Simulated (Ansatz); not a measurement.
Reaction (ligand exchange at the Si–F bond): `F[SiH2][SiH3]` + `O[SiH2]O` → `O[SiH2]O[SiH2][SiH3]` + H–F

Isolated molecules relaxed with PBE0-D4/def2-TZVP in Ansatz; ΔE leaves out vibrations. CBS: MP2 limit from def2 TZ/QZ plus the TZ coupled-cluster correction, frozen cores. This one scheme is used for every species. Functionals use def2-TZVPP. B3LYP here is the variant with VWN-RPA as its local correlation; programs differ in this. One conformer a species, not always the lowest.

Question: Is it downhill or uphill in electronic energy at CCSD(T)/CBS, and by how much? (Estimate.)

Answer: Ansatz gave: Uphill: ΔE = +20.9 kJ/mol.

Question: What do these levels give: PBE-D4, r2SCAN-D4, B3LYP-D4, ωB97X-V, ωB97M-V, PBE, r2SCAN, B3LYP, MP2/def2-TZVPP, CCSD/def2-TZVPP, SCS-MP2/def2-QZVPP, CCSD/CBS(def2)? (An estimate is asked.)

Answer: Ansatz gave: PBE-D4 25.3, r2SCAN-D4 27.4, B3LYP-D4 22.7, ωB97X-V 27.0, ωB97M-V 26.4, PBE 33.7, r2SCAN 30.0, B3LYP 35.9, MP2/def2-TZVPP 20.0, CCSD/def2-TZVPP 22.9, SCS-MP2/def2-QZVPP 23.3, CCSD/CBS(def2) 22.4 kJ/mol.

Largest T1 diagnostic among the species: 0.012.

In def2-TZVPP, CCSD(T) changes the Hartree–Fock value by −10.8 kJ/mol (the triples alone add −1.5 kJ/mol) and MP2 by −12.2 kJ/mol. From PBE to PBE0 (25 % exact exchange), in def2-TZVPP and without D4, ΔE moves by −4.1 kJ/mol. The D4 term adds −13.2 kJ/mol with B3LYP and −7.8 kJ/mol with PBE0; it sums over pairs of atoms, weighted by their polarisabilities, and B3LYP, whose exchange is more repulsive, gets the larger term.
